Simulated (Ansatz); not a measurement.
Coupled-cluster run, `O[SiH](Cl)[SiH2][SiH3]`.

```yaml
crystal:
  periodic: [false, false, false]
  atoms:
    - {symbol: O, position_ang: [-3.019343, -0.199857, 0.355553]}
    - {symbol: Si, position_ang: [-1.447499, -0.182199, 0.820023]}
    - {symbol: Cl, position_ang: [-1.021363, 1.543653, 1.879104]}
    - {symbol: Si, position_ang: [0.081328, -0.222848, -0.951088]}
    - {symbol: Si, position_ang: [2.251207, 0.077969, -0.131654]}
    - {symbol: H, position_ang: [-3.313131, 0.461187, -0.273771]}
    - {symbol: H, position_ang: [-1.309980, -1.317393, 1.758446]}
    - {symbol: H, position_ang: [-0.032313, -1.515519, -1.684279]}
    - {symbol: H, position_ang: [-0.270328, 0.879922, -1.891872]}
    - {symbol: H, position_ang: [3.249863, -0.087639, -1.221501]}
    - {symbol: H, position_ang: [2.526068, -0.931415, 0.926039]}
    - {symbol: H, position_ang: [2.382593, 1.438937, 0.449100]}
basis:
  gaussian: {orbitals: def2-TZVPP}
correlation: {method: ccsd_t}
output: {orbitals: {seedname: orbitals}}
```

```sh
$ ansatz run in.yaml --threads 4 --pin off --events-out ev --progress --plain --max-ram 10444MiB
```

Output of Ansatz, abridged:

```
Functional definition: HF
1714 factors; integrals over basis functions are off by at most 9.4e-4 eV
mean field evaluation 1: about -38239.3098 eV, gradient 3.8e1 eV
mean field evaluation 2: about -38239.6386 eV, gradient 3.8e1 eV
mean field evaluation 4: about -38243.2708 eV, gradient 4.0e0 eV
mean field evaluation 8: about -38243.3619 eV, gradient 2.9e-1 eV
mean field -38243.36232450 eV, -1405.4176431433 hartree, gradient 8.1e-6 eV, S^2 0.000000; 0 other end points of the search recorded, 0 dependent functions left out
21 core orbitals not correlated: weight in the atoms' cores, before any rotation towards them, 1.000 or more for the frozen orbitals, at most 0.000 for the correlated occupied ones
reference -38243.36232450 eV, -1405.4176431433 hartree; 16, 16 occupied and 260, 260 virtual orbitals, 1714 factors
second order -21.82223887 eV of doubles, -0.00000000 eV of singles
cycle   1  -23.04312327 eV  change    -1.2e0 eV  update   1.1e-1
cycle   2  -23.67733358 eV  change   -6.3e-1 eV  update   3.4e-2
cycle   3  -23.79262166 eV  change   -1.2e-1 eV  update   1.7e-2
cycle   4  -23.78118751 eV  change    1.1e-2 eV  update   4.3e-3
cycle   5  -23.77829219 eV  change    2.9e-3 eV  update   1.9e-3
cycle   6  -23.77843574 eV  change   -1.4e-4 eV  update   5.4e-4
cycle   7  -23.77816572 eV  change    2.7e-4 eV  update   1.9e-4
cycle   8  -23.77812946 eV  change    3.6e-5 eV  update   6.0e-5
cycle   9  -23.77816020 eV  change   -3.1e-5 eV  update   2.5e-5
perturbative correction -0.90568119 eV, -0.0332831700 hartree
Total energy: -38268.04616589 eV, -1406.3247575832 hartree
```

It took 69 s on 4 threads of an Intel Xeon 6975P-C on a shared host, with 9.1 GiB of host memory at the peak.

MP2 recovers 88.4 % of the CCSD(T) correlation energy and the triples give 3.7 %; T1 = 0.0125.
